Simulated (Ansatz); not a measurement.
Input file for `BCC[SiH2]C`:

```yaml
crystal:
  periodic: [false, false, false]
  atoms:
    - {symbol: B, position_ang: [-0.509893, 2.069441, 1.803100]}
    - {symbol: C, position_ang: [-0.584521, 0.872856, 0.817670]}
    - {symbol: C, position_ang: [0.598575, -0.096454, 0.753675]}
    - {symbol: Si, position_ang: [0.365035, -1.520603, -0.448269]}
    - {symbol: C, position_ang: [0.136357, -0.913647, -2.205508]}
    - {symbol: H, position_ang: [0.449622, 2.265323, 2.495704]}
    - {symbol: H, position_ang: [-1.435135, 2.828757, 1.877683]}
    - {symbol: H, position_ang: [-1.523255, 0.338221, 1.038907]}
    - {symbol: H, position_ang: [-0.798134, 1.307515, -0.173113]}
    - {symbol: H, position_ang: [1.512159, 0.444740, 0.481915]}
    - {symbol: H, position_ang: [0.793112, -0.514282, 1.747529]}
    - {symbol: H, position_ang: [-0.837819, -2.304388, -0.038215]}
    - {symbol: H, position_ang: [1.543183, -2.433376, -0.386128]}
    - {symbol: H, position_ang: [1.005682, -0.339248, -2.535733]}
    - {symbol: H, position_ang: [0.007819, -1.753047, -2.892684]}
    - {symbol: H, position_ang: [-0.745589, -0.274411, -2.292234]}
basis:
  gaussian: {orbitals: def2-TZVPP}
correlation: {method: ccsd_t}
```

```sh
$ ansatz run in.yaml --threads 4 --pin off --events-out ev --progress --plain --max-ram 10444MiB
```

Log, shortened:

```
Functional definition: HF
1820 factors; integrals over basis functions are off by at most 1.2e-3 eV
mean field evaluation 1: about -11796.3759 eV, gradient 3.9e1 eV
mean field evaluation 2: about -11796.5820 eV, gradient 3.9e1 eV
mean field evaluation 4: about -11800.9486 eV, gradient 4.2e0 eV
mean field evaluation 8: about -11801.0172 eV, gradient 2.1e-1 eV
mean field -11801.01737645 eV, -433.6793895678 hartree, gradient 4.0e-6 eV, S^2 0.000000; 0 other end points of the search recorded, 0 dependent functions left out
9 core orbitals not correlated: weight in the atoms' cores, before any rotation towards them, 1.000 or more for the frozen orbitals, at most 0.000 for the correlated occupied ones
reference -11801.01737645 eV, -433.6793895678 hartree; 15, 15 occupied and 296, 296 virtual orbitals, 1820 factors
second order -20.68558577 eV of doubles, -0.00000000 eV of singles
cycle   1  -21.94298107 eV  change    -1.3e0 eV  update   9.3e-2
cycle   2  -22.52620667 eV  change   -5.8e-1 eV  update   2.7e-2
cycle   3  -22.59138762 eV  change   -6.5e-2 eV  update   9.6e-3
cycle   4  -22.58676739 eV  change    4.6e-3 eV  update   2.6e-3
cycle   5  -22.58634155 eV  change    4.3e-4 eV  update   9.8e-4
cycle   6  -22.58614237 eV  change    2.0e-4 eV  update   3.1e-4
cycle   7  -22.58608290 eV  change    5.9e-5 eV  update   9.9e-5
cycle   8  -22.58609651 eV  change   -1.4e-5 eV  update   3.7e-5
perturbative correction -0.83581641 eV, -0.0307156867 hartree
Total energy: -11824.43928937 eV, -434.5401289917 hartree
```

Run time 15 min (4 threads of an Arm Neoverse V2 on a shared host); peak host memory 4.6 GiB.

Correlation energy per correlated electron: -0.781 eV. T1 diagnostic: 0.0099.
